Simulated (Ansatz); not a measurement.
```yaml
crystal:
  periodic: [false, false, false]
  atoms:
    - {symbol: O, position_ang: [0.077790, 2.533995, 1.826792]}
    - {symbol: S, position_ang: [0.048494, 2.066772, 0.422865]}
    - {symbol: O, position_ang: [0.053180, 3.048500, -0.684545]}
    - {symbol: C, position_ang: [1.312393, 0.805193, 0.152137]}
    - {symbol: C, position_ang: [2.689237, 1.014224, 0.181562]}
    - {symbol: C, position_ang: [3.523548, -0.092721, -0.052949]}
    - {symbol: C, position_ang: [2.967787, -1.359881, -0.306685]}
    - {symbol: C, position_ang: [1.576129, -1.548132, -0.331841]}
    - {symbol: C, position_ang: [0.728196, -0.452600, -0.099620]}
    - {symbol: C, position_ang: [-0.748713, -0.422120, -0.079216]}
    - {symbol: C, position_ang: [-1.647214, -1.481535, -0.287651]}
    - {symbol: C, position_ang: [-3.028697, -1.236028, -0.224275]}
    - {symbol: C, position_ang: [-3.524486, 0.052721, 0.044554]}
    - {symbol: C, position_ang: [-2.639053, 1.124089, 0.255694]}
    - {symbol: C, position_ang: [-1.273349, 0.858492, 0.188168]}
    - {symbol: H, position_ang: [3.102766, 2.013804, 0.381985]}
    - {symbol: H, position_ang: [4.616237, 0.034326, -0.037573]}
    - {symbol: H, position_ang: [3.632806, -2.217426, -0.488624]}
    - {symbol: H, position_ang: [1.156750, -2.545556, -0.531776]}
    - {symbol: H, position_ang: [-1.275034, -2.495202, -0.498995]}
    - {symbol: H, position_ang: [-3.733303, -2.065280, -0.387392]}
    - {symbol: H, position_ang: [-4.610161, 0.224675, 0.090261]}
    - {symbol: H, position_ang: [-3.005284, 2.139720, 0.467135]}
basis:
  gaussian: {orbitals: def2-TZVP}
magnetization: {spin_polarized: true, initial_magnetization: 2}
hamiltonian: {xc: pbe0, dispersion: d4}
scf: {omitted_lower_state_checks: [starts]}
output: {orbitals: {seedname: orbitals}}
```

```sh
$ ansatz run in.yaml --threads 4 --pin off --events-out ev --progress --plain --max-ram 6963MiB
```

Question: Does this run fit into the memory that it is given?

Answer: No. It has 519 basis functions, and Ansatz plans for 9 GiB where 7 GiB are given.
